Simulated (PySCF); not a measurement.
`[H]/N=C(\CF)[C@@H](C)OC=O`, C5H8FNO2

Geometry:
| atom | x (Å) | y (Å) | z (Å) |
| --- | --- | --- | --- |
| C1 | 1.087 | 1.783 | -0.044 |
| C2 | 0.362 | 0.484 | -0.361 |
| O3 | 1.282 | -0.609 | -0.186 |
| C4 | 1.304 | -1.555 | -1.105 |
| O5 | 0.588 | -1.646 | -2.058 |
| C6 | -0.873 | 0.298 | 0.498 |
| N7 | -1.446 | 1.309 | 0.965 |
| C8 | -1.324 | -1.137 | 0.662 |
| F9 | -2.522 | -1.188 | 1.326 |
| H10 | 0.372 | 2.598 | -0.081 |
| H11 | 1.507 | 1.729 | 0.956 |
| H12 | 1.885 | 1.954 | -0.760 |
| H13 | 0.028 | 0.472 | -1.410 |
| H14 | 2.102 | -2.273 | -0.854 |
| H15 | -2.292 | 1.116 | 1.497 |
| H16 | -1.467 | -1.618 | -0.312 |
| H17 | -0.600 | -1.705 | 1.258 |

Method used: GIAO BHandHLYP/pcSseg-1 magnetisability, rotational g tensor and spin-rotation constants, non-relativistic, gas phase (PySCF). Geometry: GFN2-xTB.

What are the magnetisability and the molar susceptibility?

Isotropic -1151 × 10⁻³⁰ J/T², or -69.3 × 10⁻⁶ cm³/mol; principal values -1235, -1204, -1015 × 10⁻³⁰ J/T², anisotropy 207 × 10⁻³⁰ J/T² (root of half the summed squared differences of the principal values). The susceptibility is in cgs units.

Split it along the inertial axes a, b, c into diamagnetic and paramagnetic parts about the centre of mass, with the quadrupole moment.


| axis | χ (10⁻⁶ cm³/mol) | diamagnetic (10⁻⁶ cm³/mol) | paramagnetic (10⁻⁶ cm³/mol) | summed x² of all electrons (Å²) | quadrupole Θ (D Å) |
| --- | --- | --- | --- | --- | --- |
| a | -67.9 | -685.2 | 617.3 | 200.3 | -0.36 |
| b | -66.2 | -972.9 | 906.8 | 132.5 | -1.90 |
| c | -73.9 | -1411.8 | 1337.9 | 29.0 | +2.26 |

Anisotropies 2χaa − χbb − χcc = +4.3 and 2χbb − χaa − χcc = +9.5 × 10⁻⁶ cm³/mol. Θ is traceless in Buckingham's convention.

And the rotational g tensor?


```tsv
axis	rotational constant (GHz)	g	nuclear part	electronic part
a	2.0715	-0.0283	0.5725	-0.6008
b	1.2837	-0.0180	0.5288	-0.5469
c	0.8739	-0.0101	0.5392	-0.5493
```
Asymmetric top; isotopes 12C, 19F, 1H, 14N, 16O; no vibrational averaging.
